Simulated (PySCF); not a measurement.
Telling isomers of C₇H₁₁FO apart by NMR

Computational details: structure optimised with GFN2-xTB, NMR shieldings at PBE0/pcSseg-1/GIAO, in PySCF 2.14 (in vacuum, one averaged value for each set of equivalent atoms, single conformer, non-relativistic).

Scale: 1H (31.72 ppm), 13C (186.93 ppm) vs TMS (reference shieldings calculated alike). Splittings of carbon signals by F and P are missing where no couplings were computed. Where no couplings were computed, multiplicities follow the n + 1 count of equivalent neighbours, and m marks all less simple cases (inequivalent or close neighbours, rings, F or P nearby). Shifts are as computed. Against solution values, carbons near 30 ppm lie about +3 ppm off and those near 130 ppm about +5 ppm. Of 1211 compounds with measured shifts, 218 miss one by over three times the rms of a fit or turn the order of signals round; such compounds aren't used in these exercises.

(1) Tabulate the signals of `O=C(F)C1CCCCC1`, `CC/C(C)=C(\C)C(=O)F` and their relative energies.

(2) What is the quickest way to tell O=C(F)C1CCCCC1 from CC/C(C)=C(\C)C(=O)F?

Results:

(1) 
| SMILES | carbon types | δC | δH | E rel. (kcal/mol) |
| --- | --- | --- | --- | --- |
| O=C(F)C1CCCCC1 | 1×C 1×CH 5×CH2 | 174.7, 41.8, 31.2, 30.2, 26.3 | 2.81 (m, 1H), 2.28 (m, 2H), 1.81 (m, 1H), 1.64 (m, 2H), 1.62 (m, 2H), 1.44 (m, 2H), 1.16 (m, 1H) | 0.0 |
| CC/C(C)=C(\C)C(=O)F | 3×C 1×CH2 3×CH3 | 182.5, 165.9, 120.5, 37.1, 28.1, 15.0, 13.5 | 2.52 (s, 3H), 2.39 (q, 2H), 2.10 (s, 3H), 1.12 (t, 3H) | 18.4 |

Energies are electronic energies at PBE0/pcSseg-1 on these geometries, without zero-point or thermal terms, each for the one conformer computed, which needn't be the lowest.

(2) Count the carbon signals: 5 against 7. The first has an sp3 CH α to a carbonyl at 41.8 ppm, the second an allylic methyl carbon (CH3) at 28.1 ppm. Their most deshielded carbons lie at 174.7 and 182.5 ppm.
